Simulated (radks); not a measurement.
The numbers below are computed, except where a source is named.
Numerical settings for neutral manganese, [Ar] 3d5 4s2. Level of theory: Dirac Kohn-Sham, LDA (Slater exchange, Perdew-Wang correlation), spin-unpolarised, spherical densities, point nucleus; open shells fill j = l - 1/2 first (a radial shooting solver on a logarithmic mesh with Libxc functionals). The defaults (mesh step 0.008 in ln r, mesh end at 40 bohr or more with all orbitals vanishing there, Anderson mixing 0.5 over 9 steps, residual threshold near 1e-9 with the energy settled to 1e-9 hartree or 1e-11 of itself, here a cap of 69 iterations) give E = -1156.1703 hartree and 4s1/2 at -5.279 eV in 14 iterations. Run on one thread of a shared host, so times are rough (Intel(R) Xeon(R) 6975P-C): 0.08 s of CPU time, 0.08 s wall, 14 iterations on 2669 mesh points. Changes against that run (0 stands for a change within the tolerance of the run):

setting                    iterations  converged  E (mhartree)  e(4s1/2) (meV)  CPU (s)
mesh step in ln r 0.03             14        yes             0               0     0.02
mesh step in ln r 0.02             14        yes             0               0     0.03
mesh step in ln r 0.05             14        yes      +0.00174               0     0.02
mesh end (bohr) 5                  14        yes          +112        +2.8e+03     0.07
mesh end (bohr) 12                 14        yes       +0.0273           +2.79     0.07
residual threshold 0.1              9        yes             0          -0.335     0.06
residual threshold 1e-05           10        yes             0         -0.0212     0.06
mixing 1.5                         15        yes             0               0     0.08
linear mixing, mixing 0.2          69         no             0               0     0.25
linear mixing, mixing 0.8          69         no     +1.36e+04          +2e+03     0.77
mixing history 20                  23        yes             0               0     0.11
iteration cap 5                     5         no       +0.0748           -66.5     0.03

Settings that end as converged yet miss the energy by more than 1 mhartree: mesh end (bohr) 5 (+0.112 hartree). A mesh that ends early acts as a hard wall.
